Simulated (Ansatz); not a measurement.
Two isomers of GeH6O3Si: A = `[OH][Ge]([OH])([OH])[SiH3]`, B = `[OH][GeH2][SiH](O)O`.

Calculated with Ansatz (gas phase, PBE0-D4/def2-TZVP geometries, no zero-point term in ΔE). CBS: MP2 limit from def2 TZ/QZ plus the TZ coupled-cluster correction, frozen cores. DFT in def2-TZVPP. For Ge outer-core shells are correlated without core-valence functions, which leaves a few kJ/mol of doubt a bond. Scalar relativity is left out up to krypton. One conformer a species, not always the lowest.

A:

Z-matrix (Å, degrees):
```
Ge
O 1 1.777
O 1 1.777 2 106.9
O 1 1.777 2 106.9 3 114.1
Si 1 2.380 2 112.0 3 -122.9
H 2 0.962 1 110.8 3 -2.9
H 3 0.961 1 110.8 2 111.1
H 4 0.961 1 110.8 2 -2.9
H 5 1.484 1 108.7 2 -53.9
H 5 1.484 1 108.7 2 66.1
H 5 1.484 1 108.7 2 -173.9
```

B:

```xyz
11

O     1.1470   -1.5207    0.6236
Ge   -0.2319   -0.5240    1.2389
Si   -0.2171    1.0007   -0.5934
O    -1.5615    0.6616   -1.4743
O     1.1986    0.6541   -1.3417
H     1.3425   -2.2977    1.1500
H    -1.4638   -1.4375    1.4043
H     0.1487    0.0284    2.6304
H    -0.1858    2.4502   -0.2755
H    -1.7384    1.1950   -2.2514
H     1.5617   -0.2101   -1.1108
```

Problem. Which isomer does CCSD(T)/CBS put lower? Give the gap. (An estimate is asked.)

Solution. Ansatz gave: B, by 22.7 kcal/mol.

Problem. Give E(B) − E(A) in kcal/mol with CCSD(T)/def2-TZVPP, CCSD/def2-TZVPP, B2PLYP, PBE0-D4, HF/def2-TZVPP, r2SCAN-D4, PBE-D4. (Best estimate.)

Solution. The calculation gave: CCSD(T)/def2-TZVPP -21.3, CCSD/def2-TZVPP -21.8, B2PLYP -22.4, PBE0-D4 -22.5, HF/def2-TZVPP -22.3, r2SCAN-D4 -22.8, PBE-D4 -21.4. None reverses the order clearly.

Largest T1 diagnostic: 0.013.

From PBE to PBE0 (25 % exact exchange), in def2-TZVPP and without D4, E(B) − E(A) moves by −1.1 kcal/mol.
